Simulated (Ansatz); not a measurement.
```xyz
9

F     0.482   -0.409   -2.363
Si   -0.045   -0.775   -0.898
C     0.860    0.154    0.433
Al   -0.840    0.972    0.957
S    -2.024   -0.005   -0.605
H    -0.030   -2.253   -0.804
H     1.596    0.850    0.022
H     1.358   -0.477    1.173
H    -1.356    1.944    2.086
```

Charge 0, multiplicity 1.

(1) List the r2SCAN/def2-TZVPP orbital energies in eV (the Gaussian-basis code of Ansatz). (Estimate.)

## Answers

(1) Ansatz gave: Occupied: -2408.72, -1792.33, -1517.63, -666.04, -272.75, -213.19, -157.20, -157.15, -157.14, -142.59, -111.12, -97.51, -97.46, -97.40, -71.46, -71.27, -71.19, -31.15, -18.98, -17.59, -13.46, -11.49, -11.22, -10.92, -10.48, -10.44, -9.16, -8.17, -7.53, -7.21, -6.96. Lowest empty: -1.84, -0.48, -0.19, 0.05, 0.81, 1.13, 1.88, 2.45.
